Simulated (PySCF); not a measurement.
A structure optimised at PBE0-D3(BJ)/def2-SVP, used in a PySCF frequency run:

```
Bi
O 1 2.0675
H 2 0.9674 1 112.85
Cl 1 2.4677 2 98.20 3 -49.21
Cl 1 2.4677 2 98.20 3 49.21
```
Charge 0, spin multiplicity 1.

Task: Write its SMILES, formula and point group.

Result: [OH][Bi]([Cl])[Cl], BiCl2HO, Cs

Task: What are its rotational constants (standard atomic weights)?

Result: 2.2939, 1.6691, 1.2556 GHz
